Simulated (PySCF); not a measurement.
Simulation results for BH₅NSi

Computed with PySCF 2.14.0. Calculation on a computer-drawn molecule: the log of a Hartree-Fock and frozen-core CCSD(T) single point meant for a local Hartree-Fock minimum, with one planted fault or none, to be diagnosed. Offsets are logged minus clean, where the clean run is the same molecule without the fault. The reference is restricted for singlets and unrestricted otherwise, and also for a bond in bohr or an excited solution. Adding or removing an electron swaps singlet and doublet. The excited solution moves the top pair (singlet) or top alpha electron (doublet) to the lowest empty orbital. Highest occupied and lowest empty are orbital energies over both spins, largest force is the largest gradient component, triples share is (T) over the correlation energy, the T1 limit is 0.02 restricted and 0.045 unrestricted, electrons count all cores, a negative frequency is imaginary (commonest isotopes), and the dipole is about the centre of nuclear charge.

### BH₅NSi

Logged structure:
```xyz
8
BH5NSi
B      0.9384     1.0129    -1.4904
N      0.8403     1.9616    -0.6030
Si     0.9218     1.7806     1.2590
H      1.0307     0.1365    -2.2604
H      0.7043     2.9081    -0.9440
H     -0.3734     2.2744     1.7278
H      1.1202     0.3376     1.4269
H      2.0674     2.6015     1.6526
```

* meant charge: 1
* meant multiplicity: 1
* meant basis: cc-pV(D+d)Z
* logged electrons: 30
* logged basis functions: 76
* logged SCF converged: yes
* logged spin squared: 0
* logged highest occupied: -17.86 eV
* logged lowest empty: -3.8084 eV
* logged largest force: 3.085e-05 hartree/bohr
* logged lowest frequency: 138.6 cm⁻¹
* logged T1 diagnostic: 0.014044
* logged D1 diagnostic: 0.039213
* logged triples share: 0.027038
* logged CC converged: yes
* logged dipole magnitude: 4.1404 debye
* logged SCF stable within its kind: yes
* logged energy HF: -370.75813 hartree
* logged energy CCSD(T): -371.13622 hartree
* possible faults: no fault, one electron removed, one electron added, multiplicity raised by two, geometry at a saddle point, SCF held on an excited solution, minimal basis STO-3G, one bond length entered in bohr, all coordinates scaled
* planted fault: —

Drawn bonds:
```
atom  other atom  order
   1           2      1
   2           3      1
   1           4      1
   2           5      1
   3           6      1
   3           7      1
   3           8      1
```

## Withheld values
1. BH₅NSi: planted fault?

## Answers
1. no fault

Further results for BH₅NSi:

* HF energy offset from clean run: 0 kcal/mol
* CCSD(T) energy offset from clean run: 0 kcal/mol
